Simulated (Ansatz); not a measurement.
`CN[SiH2][GaH2]` + CH₃NH₂ → `CN[SiH2]NC` + `[GaH3]`  (cleavage of the Si–Ga bond)

Computed with Ansatz on PBE0-D4/def2-TZVP structures; ΔE is electronic, products minus reactants. CBS: MP2 limit from def2 TZ/QZ plus the TZ coupled-cluster correction, frozen cores. Functionals use def2-TZVPP. For Ga outer-core shells are correlated without core-valence functions, which leaves a few kJ/mol of doubt a bond. Scalar relativity is left out up to krypton. One conformer a species, not always the lowest.

**Question.** Is it downhill or uphill in electronic energy at CCSD(T)/CBS, and by how much? (Best estimate.)

**Answer.** Ansatz gave: Downhill: ΔE = -50.9 kJ/mol.

**Question.** What do these levels give: PBE0-D4, r2SCAN, PBE0, HF/def2-TZVPP, CCSD/def2-TZVPP, MP2/def2-QZVPP? (An estimate is asked.)

**Answer.** Ansatz gave: PBE0-D4 -43.4, r2SCAN -49.9, PBE0 -41.5, HF/def2-TZVPP -64.6, CCSD/def2-TZVPP -53.9, MP2/def2-QZVPP -59.0 kJ/mol.

Largest T1 diagnostic among the species: 0.013.

From PBE to PBE0 (25 % exact exchange), in def2-TZVPP and without D4, ΔE moves by −6.3 kJ/mol. The D4 term adds −3.2 kJ/mol with B3LYP and −1.9 kJ/mol with PBE0; it sums over pairs of atoms, weighted by their polarisabilities, and B3LYP, whose exchange is more repulsive, gets the larger term. In def2-TZVPP, CCSD(T) changes the Hartree–Fock value by +11.7 kJ/mol (the triples alone add +1.0 kJ/mol) and MP2 by +5.1 kJ/mol.

B3LYP here is the variant with VWN-RPA as its local correlation; programs differ in this.
